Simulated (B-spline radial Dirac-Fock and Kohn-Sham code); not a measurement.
## Elastic and transport cross sections of cerium for electrons

The computed values come from a radial finite-basis atomic code: relativistic (Dirac) partial waves in the static field of the Dirac-Fock atom with Furness-McCarthy exchange, without polarisation or absorption potentials. Below a few hundred eV the neglected polarisation potential matters, most of all at small angles. σ_tr1 and σ_tr2 weight the cross section with 1 − P₁ and 1 − P₂ of cos θ; "backward" is the share scattered beyond 90°.

```tsv
energy (eV)	σ (a₀²)	σ_tr1 (a₀²)	σ_tr2 (a₀²)	σ/σ_tr1	backward (%)
50	69.1	11.0	16.5	6.26	6.1
55.8	65.7	9.75	13.8	6.74	5.6
56.3	65.4	9.66	13.6	6.77	5.6
57	65.1	9.54	13.4	6.82	5.5
69	58.9	8.15	10.4	7.23	5.1
81.1	53.7	7.57	9.20	7.09	5.2
100	47.2	7.34	8.97	6.43	5.7
109	44.7	7.35	9.12	6.09	6.0
135	39.2	7.42	9.61	5.28	6.9
141	38.2	7.43	9.68	5.14	7.1
160	35.4	7.42	9.76	4.77	7.6
172	34.0	7.38	9.71	4.60	7.9
200	31.2	7.23	9.36	4.32	8.5
225	29.4	7.03	8.88	4.18	9.0
226	?	?	?	?	?
264	27.2	6.65	8.02	4.08	9.5
300	25.6	6.29	7.23	4.07	9.8
```

Q: Fill in the row for 226 eV.

A: σ = 29.3 a₀², σ_tr1 = 7.02 a₀², σ_tr2 = 8.86 a₀², σ/σ_tr1 = 4.18, backward 9.0 %. The ratio σ/σ_tr1 is roughly the number of elastic collisions that randomise the direction.
